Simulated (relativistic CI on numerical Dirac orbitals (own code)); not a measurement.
## d1 to d9 in one octahedral field

Computed with a parametric ligand-field model without spin-orbit coupling, by exact diagonalisation: B = 450, C = 1720, 10Dq = 24700 cm⁻¹ (Oh; |10Dq|/B = 54.9) for every shell. Energies in cm⁻¹; the field energy is (0.6 n_e − 0.4 n_t2) × 10Dq of the ground term; g labels are left out. So small a B with so large a field is typical of 4d and 5d ions, where spin-orbit coupling, left out here, reaches 1,000 to 4,000 cm⁻¹.

```tsv
Shell	Ground term	Electrons in e	Field energy	First spin-allowed bands	Lowest term of other spin
d1	2T2	0.000	-9880	2E 24700	
d2	3T1	0.009	-19548	3T2 23601, 3T1 29253	1T2 6292
d3	4A2	0.000	-29640	4T2 24700, 4T1 29753	2E 8731
d4	3T1	0.013	-39204	3E 22988, 3T1 23400	1T2 5370
d5	?	?	?	?	?
d6	1A1	0.018	-58832	1T1 23415, 1T2 29890	3T1 19770
d7	2E	1.012	-44164	2T1 23314, 2T2 23734	4T1 16140
d8	3A2	2.000	-29640	3T2 24700, 3T1 29753	1E 6991
d9	2E	3.000	-14820	2T2 24700
```

(1) Fill in the row of d5.

## Answers

(1) Ground term: 2T2; Electrons in e: 0.025; Field energy: -48789; First spin-allowed bands: 2A2 22309, 2T1 22474; Lowest term of other spin: 4T1 16226. Low spin: d4, d5, d6, d7; the other shells keep the spin of the free ion. Only d4 to d7 can choose; the field needed to pair spins is smallest for d6 and largest for d5, which loses most exchange energy. In the strong-field picture 10Dq must exceed about 6B + 5C = 11300 (d4), 7.5B + 5C = 11975 (d5), 2.5B + 4C = 8005 (d6) and 4B + 4C = 8680 (d7); mixing of terms shifts these bounds somewhat.
